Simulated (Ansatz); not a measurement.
The lowest singlet and triplet of GeH2 (SMILES [GeH2]); geometries from B3LYP-D3(BJ)/def2-TZVP, each state relaxed from the structure named, with no frequency check.
Singlet at the triplet's geometry (charge 0, multiplicity 1):
```xyz
3

Ge    -0.00013     0.04577     0.00000
H     -1.33530    -0.73614     0.00000
H      1.33953    -0.72841     0.00000
```

```csv
level,"gap E(singlet) − E(triplet), vertical, at the triplet's geometry (kcal/mol)",cost
R-HF/cc-pVDZ,2.11,-
U-HF/cc-pVDZ (spin-contaminated),-3.24,-
R-HF/cc-pVQZ,1.94,-
U-HF/cc-pVQZ (spin-contaminated),-3.80,-
U-BHLYP/def2-TZVPP (spin-contaminated),-13.37,×5
U-wB97X-V/def2-TZVPP,-15.37,×20
R-MP2/cc-pVDZ,-6.45,-
U-MP2/cc-pVDZ (spin-contaminated),-5.53,-
R-CCSD/cc-pVQZ,-11.72,-
R-CCSD(T)/cc-pVDZ,-10.22,×1
R-CCSD(T)/cc-pVQZ,-11.98,×10
"SA-CASSCF(6,6)/cc-pVTZ",-8.50,-
"FIC-MRCISD+Q on SA-CASSCF(6,6)/cc-pVDZ",-10.43,-
"FIC-MRCISD+Q on SA-CASSCF(6,6)/cc-pVQZ",-12.51,-
```

The rows run from -15.37 (U-wB97X-V/def2-TZVPP) to 2.11 kcal/mol (R-HF/cc-pVDZ). In cc-pVQZ the value moves R-HF 1.94, R-CCSD -11.72, R-CCSD(T) -11.98, a shift of -13.92 from R-HF to R-CCSD(T). From cc-pVDZ to cc-pVQZ R-CCSD(T) changes by -1.76.

A positive gap puts the triplet lower; no zero-point energy. R- takes a restricted singlet. U- takes an unrestricted singlet (broken symmetry where lower, unprojected). The triplet is unrestricted in single-reference levels. Active spaces average the two states.

Correlated levels freeze the cores. Filled d and f shells under p-block atoms count as core.

Doubts at one or more of the structures used: a restricted determinant that unrestricted orbitals would lower (R-HF/cc-pVDZ, R-HF/cc-pVQZ, R-MP2/cc-pVDZ, R-CCSD/cc-pVQZ, R-CCSD(T)/cc-pVDZ, R-CCSD(T)/cc-pVQZ).

Codes used: Ansatz (Gaussian orbitals). 

Costs are rough ratios of core time to R-PBE/def2-TZVPP (about 0.7 s over the structures, on one shared machine); a dash marks a level with no comparable run of its own.

Ansatz is a program for electronic structure.
